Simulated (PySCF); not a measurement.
# Worked example: entropy of an ideal gas

CHF2, SMILES [CH](F)F (connectivity only; charge and spin as stated), charge +1, multiplicity 1.

Geometry optimised at PBE-D3(BJ)/def2-TZVP. The spin state was assumed, not searched. The isomer is the one that the SMILES or the coordinates give; other isomers of the formula were not compared.

PBE-D3(BJ)/def2-TZVP (PySCF 2.14.0) gives the harmonic wavenumbers 646, 1032, 1265, 1340, 1578, 3053 cm⁻¹ and the rotational temperatures 3.8835, 0.5609, 0.4901 K. The molar mass is 51.02 g/mol, the symmetry number 2, the spin multiplicity 1.

Task: Work out the entropy at 298.15 K and 1 atm in the rigid-rotor, harmonic-oscillator model.

Result: 
Translation (Sackur–Tetrode at 1 atm): S = R[1.5 ln M + 2.5 ln T − 1.16487] = 157.8 J/(mol K).
Rotation: q = (√π/σ) T^1.5/√(θA θB θC) = 4420, S = R[ln q + 3/2] = 82.3 J/(mol K).
Vibration: with u = 1.4388 ν/T, each mode gives R[u/(e^u − 1) − ln(1 − e^−u)]:
```json
[
 {"ν (cm⁻¹)": "646", "modes": "1", "u": "3.12", "S (J/(mol K))": "1.58"},
 {"ν (cm⁻¹)": "1032", "modes": "1", "u": "4.98", "S (J/(mol K))": "0.34"},
 {"ν (cm⁻¹)": "1265", "modes": "1", "u": "6.10", "S (J/(mol K))": "0.13"},
 {"ν (cm⁻¹)": "1340", "modes": "1", "u": "6.47", "S (J/(mol K))": "0.10"},
 {"ν (cm⁻¹)": "1578", "modes": "1", "u": "7.61", "S (J/(mol K))": "0.04"}
]
```
The stiffer modes add less than 0.005 each. Sum 2.2 J/(mol K).
Spin: R ln 1 = 0.0 J/(mol K).
Total 242.2 J/(mol K); the program's own thermochemistry gives 242.2. Translation makes up 65 % and vibration 1 %. Anharmonicity, hindered rotation and orbital degeneracy are left out.
